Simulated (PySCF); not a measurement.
CH8N2OSi, SMILES C[Si](N)(N)O.

Geometry: PBE-D3(BJ)/def2-SVP. Other conformers were not sampled.

Level of theory: TDDFT-PBE/def2-SVPD in PySCF.

Vertical excitations. The molecule is in vacuum.

Computed UV-visible absorptions:
```
state  energy (eV)  λ (nm)      f                            main pairs
-----  -----------  ------  -----  ------------------------------------
S1            5.42     229  0.022                        HOMO→LUMO 99 %
S2            5.63     220  0.056                      HOMO−1→LUMO 99 %
S3            6.56     189  0.007                      HOMO→LUMO+1 93 %
S4            6.72     185  0.018                      HOMO→LUMO+2 93 %
S5            6.75     184  0.007                    HOMO−1→LUMO+1 82 %
S6            6.84     181  0.035                      HOMO−2→LUMO 78 %
S7            6.90     180  0.021  HOMO−1→LUMO+2 82 %, HOMO−2→LUMO 13 %
S8            6.93     179  0.005                      HOMO→LUMO+3 87 %
S9            7.12     174  0.013                    HOMO−1→LUMO+3 96 %
S10           7.41     167  0.035                      HOMO−3→LUMO 99 %
T1            5.26     236      0                        HOMO→LUMO 99 %
T2            5.45     228      0                      HOMO−1→LUMO 99 %
T3            6.40     194      0                      HOMO→LUMO+1 88 %
T4            6.45     192      0                      HOMO→LUMO+2 92 %
```
Triplets are in the Tamm–Dancoff approximation, which puts them higher than full response would, so one can lie above its singlet here.
